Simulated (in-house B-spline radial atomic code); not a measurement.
# RPA and G0W0 on r2SCAN0: Mg III (Mg2+)

Configuration [He] 2s2 2p6, mean-field start r2SCAN0. Computed with a B-spline radial code for spherical atoms: all electrons, non-relativistic, point nucleus, each spin shell either full or empty, empty states to l = 9 with an (l + 1/2)⁻⁴ tail; G0W0 by contour deformation at full frequency.

Command:
```bash
python run_gw.py task.json out
```
Settings (radii: box in bohr, nucleus in fm):
```
Z                        12
electrons                10
configuration            [He] 2s2 2p6
hamiltonian              nr
method                   r2scan0
lmax                     9
spin_polarised           False
box_radius               17.55
intervals                48
```

Cost of the run: 0.9 s on 1 thread of Arm Neoverse N1, with other jobs on the host.

Energies (hartree):

```json
{"term": "mean-field total", "value": "-199.21502"}
{"term": "Hartree-Fock functional on these orbitals", "value": "-198.82875"}
{"term": "direct second order", "value": "-0.65739"}
{"term": "second-order exchange", "value": "0.23317"}
{"term": "SOSEX correction", "value": "0.21338"}
```

Task: What is the RPA correlation energy, and what remains with SOSEX?

Result: RPA gives -0.57932 hartree (-1.58 eV per electron); RPA + SOSEX gives -0.36594, and the second-order doubles -0.42422 hartree (no singles). SOSEX takes back 37 % of the RPA value.

Quasi-particle levels (eV):

```
level  occupied  mean field  Σx - vxc     Σc  QP weight     G0W0
   2p       yes      -71.71    -10.19      ?          ?        ?
   2s       yes     -107.59    -14.41   5.22      0.912  -116.78
   3s        no     -15.950      1.36  -0.36      0.997  -14.948
```

G0W0 = mean field + (Σx - vxc) + Σc, with Σc (partial-wave tail included) taken at the quasi-particle energy. Levels of low weight are left out.

Task: Where does G0W0 put 2p?

Result: At -80.00 eV, with Σc = 1.89 eV and a quasi-particle weight of 0.953. The tabulated removal energy is 80.144 eV (NIST, measured); the calculation leaves out relativity, Breit and QED terms, and what these don't explain is the method's own error.
